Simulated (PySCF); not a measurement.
C₂H₈GaNS.
Atom-mapped SMILES: `[CH3:1][NH:2][GaH:3][S:4][CH3:5]` (hydrogens: H6, H7, H8 on C1; H9 on N2; H10 on Ga3; H11, H12, H13 on C5)

Method: PBE0-D3(BJ)/def2-SVP geometry optimisation, gas phase in PySCF 2.14.0; density fitting, grid level 1; the optimiser is geomeTRIC in internal coordinates, started from a GFN2-xTB structure with every atom displaced at random (about 0.01 Å).

At the end of the run (lengths in Å): Ga3–S4 2.201, Ga3–H10 1.559, S4–C5 1.827, C5–H12 1.099, C1–H7 1.106, C5–H13 1.099, C1–N2 1.441, N2–Ga3–S4 114.5°, C1–N2–Ga3 126.9°, Ga3–S4–C5 101.9°, C1–N2–Ga3–S4 -1°, N2–Ga3–S4–C5 179°, H11–C5–S4–Ga3 -127°, H9–N2–Ga3–S4 180°.

**Question.** These geometries were met on the way; a selection of coordinates is given. Order them by energy above the end point, lowest first.
A. Ga3–S4 2.204, Ga3–H10 1.563, S4–C5 1.829, C5–H12 1.098, C1–H7 1.106, C5–H13 1.099, C1–N2 1.441, N2–Ga3–S4 115.7°, C1–N2–Ga3 127.6°, Ga3–S4–C5 101.3°, C1–N2–Ga3–S4 0°, N2–Ga3–S4–C5 -179°, H11–C5–S4–Ga3 -127°, H9–N2–Ga3–S4 -178°
B. Ga3–S4 2.188, Ga3–H10 1.543, S4–C5 1.835, C5–H12 1.101, C1–H7 1.108, C5–H13 1.099, C1–N2 1.442, N2–Ga3–S4 113.4°, C1–N2–Ga3 130.5°, Ga3–S4–C5 99.1°, C1–N2–Ga3–S4 3°, N2–Ga3–S4–C5 -178°, H11–C5–S4–Ga3 -127°, H9–N2–Ga3–S4 -175°
C. Ga3–S4 2.254, Ga3–H10 1.586, S4–C5 1.804, C5–H12 1.077, C1–H7 1.090, C5–H13 1.083, C1–N2 1.432, N2–Ga3–S4 123.0°, C1–N2–Ga3 125.5°, Ga3–S4–C5 98.9°, C1–N2–Ga3–S4 0°, N2–Ga3–S4–C5 180°, H11–C5–S4–Ga3 -120°, H9–N2–Ga3–S4 -179°

**Answer.** A (0.000 eV), B (0.021 eV), C (0.099 eV).

```tsv
step	E above end (eV)	rms distance from the end, all atoms (Å)	largest force (eV/Å)	rms shift of all bonds from the end (Å)
3	0.000	0.041	0.055	0.002
1	0.021	0.079	0.451	0.007
0	0.099	0.135	1.136	0.021
```

Rows stand in the order of the answer.
